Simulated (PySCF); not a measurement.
# Electron correlation in Pt⁴³⁺ (platinum, charge +43)

Starting occupation: [Ar] 3d10 4s2 4p5, 4p1/2 with m_j = +1/2, 4p3/2 with m_j = -3/2, -1/2, +1/2, +3/2. All numbers are calculated (PySCF 2.14, X2C-1e with screened-nucleus spin-orbit coupling, Gaussian nucleus, in an even-tempered Gaussian basis (16 s from 5.5 bohr⁻², ratio 2.8; 14 p from 7.2 bohr⁻², ratio 2.8; 8 d from 13 bohr⁻², ratio 2.8; 4 f from 34 bohr⁻², ratio 3)). Frozen: [Ne]; 25 electrons correlated; the 78 highest virtual spinors left out.

MP2 pair energies summed by pair of shells (mhartree):

```json
{"pair": "3d3/2-3d5/2", "energy": "-182.64", "share (%)": "17.3"}
{"pair": "3d5/2-3d5/2", "energy": "-128.89", "share (%)": "12.2"}
{"pair": "4p3/2-4p3/2", "energy": "-100.72", "share (%)": "9.5"}
{"pair": "3d5/2-4p3/2", "energy": "-68.84", "share (%)": "6.5"}
{"pair": "3d3/2-3d3/2", "energy": "-56.25", "share (%)": "5.3"}
{"pair": "3d5/2-3p3/2", "energy": "-51.03", "share (%)": "4.8"}
{"pair": "3d3/2-4p3/2", "energy": "-45.01", "share (%)": "4.3"}
{"pair": "4p1/2-4p3/2", "energy": "-44.89", "share (%)": "4.3"}
{"pair": "4p3/2-4s1/2", "energy": "-35.71", "share (%)": "3.4"}
{"pair": "3d3/2-3p3/2", "energy": "-34.99", "share (%)": "3.3"}
{"pair": "3d5/2-3p1/2", "energy": "-27.97", "share (%)": "2.7"}
{"pair": "3d5/2-4s1/2", "energy": "-24.34", "share (%)": "2.3"}
{"pair": "3d5/2-4p1/2", "energy": "-20.15", "share (%)": "1.9"}
{"pair": "3p1/2-3p3/2", "energy": "-20.00", "share (%)": "1.9"}
{"pair": "3d5/2-3s1/2", "energy": "-19.95", "share (%)": "1.9"}
{"pair": "3p3/2-3p3/2", "energy": "-19.49", "share (%)": "1.8"}
{"pair": "3p3/2-4p3/2", "energy": "-19.48", "share (%)": "1.8"}
{"pair": "3d3/2-3p1/2", "energy": "-18.47", "share (%)": "1.8"}
{"pair": "3d3/2-4s1/2", "energy": "-16.40", "share (%)": "1.6"}
{"pair": "4p1/2-4s1/2", "energy": "-14.48", "share (%)": "1.4"}
{"pair": "3d3/2-3s1/2", "energy": "-13.73", "share (%)": "1.3"}
{"pair": "3d3/2-4p1/2", "energy": "-12.92", "share (%)": "1.2"}
{"pair": "3p3/2-4s1/2", "energy": "-10.93", "share (%)": "1.0"}
{"pair": "3p1/2-4p3/2", "energy": "-10.11", "share (%)": "1.0"}
{"pair": "3p3/2-3s1/2", "energy": "-9.77", "share (%)": "0.9"}
{"pair": "4s1/2-4s1/2", "energy": "-9.39", "share (%)": "0.9"}
{"pair": "3p3/2-4p1/2", "energy": "-5.92", "share (%)": "0.6"}
{"pair": "3p1/2-3s1/2", "energy": "-5.75", "share (%)": "0.5"}
{"pair": "3p1/2-3p1/2", "energy": "-5.51", "share (%)": "0.5"}
{"pair": "3s1/2-4p3/2", "energy": "-5.47", "share (%)": "0.5"}
```

Total MP2 correlation energy: -1054.9 mhartree.

At this charge the one-electron X2C treatment keeps the bare 1/r₁₂, with no two-electron picture change or Breit term. The effect here is smaller than on the frozen 1s shell.
